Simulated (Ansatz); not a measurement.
Coupled-cluster diagnostics for the cluster Sb3⁻ (the lowest singlet isomer of a short search), Ansatz.

Geometry of the singlet (r2SCAN-D4/def2-SVPD):

Cartesian coordinates in Å:
```
Sb 1.4293 -0.0289 -0.9402
Sb -0.0615 1.0537 1.0223
Sb -1.3678 -1.0248 -0.0820
```

In the def2 sets Sb takes a core potential; there is no spin–orbit coupling. Correlated methods freeze 12 core orbitals; core or outer-core shells of Sb are correlated, in sets that lack core-valence functions. The geometry of the singlet was relaxed on an unsound state (restricted singlet, unstable towards broken spin symmetry at other levels and untested here). At PBE0-D4/def2-TZVPD a triplet of charge -1 lies 0.59 eV below the restricted singlet, each at its own geometry. The structure comes from a short search, and lower isomers may exist.

Question: Estimate the CCSD(T) correlation energy, the shares of MP2 and (T), T1 and the reference's ⟨S²⟩ for: charge -1, singlet, own geometry in def2-TZVPPD; and the rough time on 4 threads of Intel Xeon 6975P-C on a shared host.

Answer: 
```csv
state,basis,correlation (eV),MP2 share (%),(T) share (%),T1,⟨S²⟩ (pure),wall time,remarks
"charge -1, singlet, own geometry",def2-TZVPPD,-28.563,100.7,4.6,0.022,0.00 (0.00),34 s,"large T1 (0.022), restricted SCF unstable"
```
Customary marks for T1 are 0.02 (closed shells), 0.045 (open shells) and about 0.05 (3d metals). T1 exceeds 0.02 in 1 of 1 rows and 0.045 in 0; the higher it lies, the less the single-reference result can be trusted.
